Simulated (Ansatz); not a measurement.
Consider the ligand exchange at a B–N bond: `B[NH][GaH2]` + `CN[SiH2]N` → `BN(C)[SiH2]N` + `[NH2][GaH2]`.

Calculated with Ansatz (gas phase, PBE0-D4/def2-TZVP geometries, no zero-point term in ΔE). CBS: MP2 limit from def2 TZ/QZ plus the TZ coupled-cluster correction, frozen cores. DFT in def2-TZVPP. B3LYP here is the variant with VWN-RPA as its local correlation; programs differ in this. For Ga outer-core shells are correlated without core-valence functions, which leaves a few kJ/mol of doubt a bond. Scalar relativity is left out up to krypton. Each species was taken in one conformer, which may not be the lowest.

```json
{"level": "PBE-D4", "ΔE (kcal/mol)": "-3.3", "difference from CCSD(T)/CBS": "-0.6"}
{"level": "r2SCAN-D4", "ΔE (kcal/mol)": "-3.0", "difference from CCSD(T)/CBS": "-0.3"}
{"level": "PBE0-D4", "ΔE (kcal/mol)": "-2.3", "difference from CCSD(T)/CBS": "0.4"}
{"level": "B3LYP-D4", "ΔE (kcal/mol)": "-2.3", "difference from CCSD(T)/CBS": "0.4"}
{"level": "ωB97X-V", "ΔE (kcal/mol)": "-2.2", "difference from CCSD(T)/CBS": "0.5"}
{"level": "r2SCAN", "ΔE (kcal/mol)": "-2.8", "difference from CCSD(T)/CBS": "-0.1"}
{"level": "PBE0", "ΔE (kcal/mol)": "-1.8", "difference from CCSD(T)/CBS": "0.9"}
{"level": "HF/def2-QZVPP", "ΔE (kcal/mol)": "1.2", "difference from CCSD(T)/CBS": "3.9"}
{"level": "MP2/CBS(def2)", "ΔE (kcal/mol)": "-2.7", "difference from CCSD(T)/CBS": "0.0"}
{"level": "CCSD/CBS(def2)", "ΔE (kcal/mol)": "-2.0", "difference from CCSD(T)/CBS": "0.7"}
{"level": "CCSD(T)/CBS", "ΔE (kcal/mol)": "-2.7", "difference from CCSD(T)/CBS": "0"}
```

Largest T1 diagnostic among the species: 0.014.

In def2-TZVPP, CCSD(T) changes the Hartree–Fock value by −3.7 kcal/mol (the triples alone add −0.7 kcal/mol) and MP2 by −3.8 kcal/mol. The D4 term adds −1.0 kcal/mol with B3LYP and −0.6 kcal/mol with PBE0; it sums over pairs of atoms, weighted by their polarisabilities, and B3LYP, whose exchange is more repulsive, gets the larger term. From PBE to PBE0 (25 % exact exchange), in def2-TZVPP and without D4, ΔE moves by +0.8 kcal/mol.
